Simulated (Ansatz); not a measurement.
Species: H3SiO3F, charge 0, singlet. H3SiO3F (fluoro(trihydroxy)silane, SMILES O[Si](O)(O)F).
B3LYP-D3(BJ)/def2-TZVP minimum from Ansatz (a quantum-chemistry and plane-wave program):
```xyz
8

O     -0.3992     0.1055    -1.5756
Si     0.0136    -0.0033    -0.0096
O      0.5417    -1.5025     0.3195
O      1.1746     1.0786     0.3320
F     -1.2714     0.3075     0.8921
H     -1.0893    -0.4673    -1.9183
H      0.8076    -1.7184     1.2164
H      0.9968     2.0128     0.2002
```

Total energies in cc-pV(D+d)Z, 32 correlated electrons, 9 frozen orbitals. UHF or UKS for unpaired electrons; spin-orbit terms are left out. Cores are frozen in correlated methods. No relativity.

| method | program | energy (Eh) | minus CCSDT(Q) (mEh) |
|---|---|---|---|
| HF | Ansatz | -614.95399 | 873.39 |
| MP2 | Ansatz | -615.79133 | 36.05 |
| CCSD | Ansatz | -615.80850 | 18.87 |
| CCSD(T) | Ansatz | -615.82450 | 2.88 |
| CCSDT(Q) | Ansatz | -615.82738 | 0.00 |

Rough core times of Ansatz's runs on a shared machine: CCSD(T) under 20 s, CCSDT(Q) 3 h.
